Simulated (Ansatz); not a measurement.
Start from `O[Si]1(F)C=N1` and change one atom or group to get `F[SiH]1C=N1`.

Ansatz, PBE0-D4/def2-TZVP geometries, multiplicity 1. Each molecule was computed in one conformer, which needn't be the lowest.

```csv
property,`O[Si]1(F)C=N1`
LUMO energy (ωB97M-V/def2-TZVPP) / eV,1.18
size of the dipole moment (B3LYP/def2-TZVPP) / D,2.56
LUMO energy (B3LYP/def2-TZVPP) / eV,-1.41
size of the dipole moment (ωB97M-V/def2-TZVPP) / D,2.56
zero-point energy (PBE0-D4/def2-TZVP) / kJ/mol,98.3
LUMO energy (PBE/def2-TZVPP) / eV,-2.33
```

Task: What does the change do to each property? (Best estimate.)

Result: The calculation gave: 
```tsv
property	`F[SiH]1C=N1`	shift
LUMO energy (ωB97M-V/def2-TZVPP) / eV	1.18	0.00
size of the dipole moment (B3LYP/def2-TZVPP) / D	1.98	-0.58
LUMO energy (B3LYP/def2-TZVPP) / eV	-1.40	0.01
size of the dipole moment (ωB97M-V/def2-TZVPP) / D	2.01	-0.55
zero-point energy (PBE0-D4/def2-TZVP) / kJ/mol	81.1	-17.2
LUMO energy (PBE/def2-TZVPP) / eV	-2.35	-0.02
```

The zero-point energy changes by -17.2 kJ/mol with -3 modes. Dipoles are sizes alone; their direction can turn.

B3LYP here is the variant with VWN-RPA as its local correlation; programs differ in this.
